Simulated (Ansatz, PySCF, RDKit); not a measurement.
Complex: CH4O (SMILES CO) (first 6 atoms) with CH2O2 (SMILES O=CO); geometry from B3LYP-D3(BJ)/def2-TZVP.
(charge 0, multiplicity 1):
```xyz
11

C     -0.18960    -0.35027     0.18299
O      0.48930    -0.80552     1.35223
H     -0.90401     0.44544     0.41406
H     -0.72878    -1.20179    -0.22782
H      0.51964     0.01102    -0.56554
H      0.93740    -0.05470     1.77985
O      0.81214     0.88640     3.56206
C      0.00174     0.25227     4.19936
O     -0.65400    -0.81543     3.77385
H     -0.28228     0.50576     5.22849
H     -0.36563    -1.00672     2.83763
```

Interaction energies are E(AB) − E(A) − E(B) at the monomers' geometry in the complex; basis-set methods are counterpoise corrected. Rows marked so take none.

Rows in STO-3G carry no dispersion term and start afresh at each structure.

Run with Ansatz (an electronic-structure program); PySCF for STO-3G rows, the dispersion terms; RDKit for the force fields. Each number belongs to the level named beside it.

```tsv
level	interaction energy (kcal/mol)
MMFF94	-10.04
HF/STO-3G (no counterpoise)	-10.72
PBE/def2-TZVPPD	-11.30
BLYP/def2-TZVPPD	…
revPBE-D4/def2-TZVPPD	-11.31
r2SCAN-D4/def2-TZVPPD	-12.98
PBE0-D3(BJ)/def2-TZVPPD	-12.74
CAM-B3LYP-D4/def2-TZVPPD	-13.08
wB97X-V/def2-TZVPPD	…
```

Q: Fill in the missing entries.

A: 
- BLYP/def2-TZVPPD, interaction energy (kcal/mol): -9.10
- wB97X-V/def2-TZVPPD, interaction energy (kcal/mol): -12.00
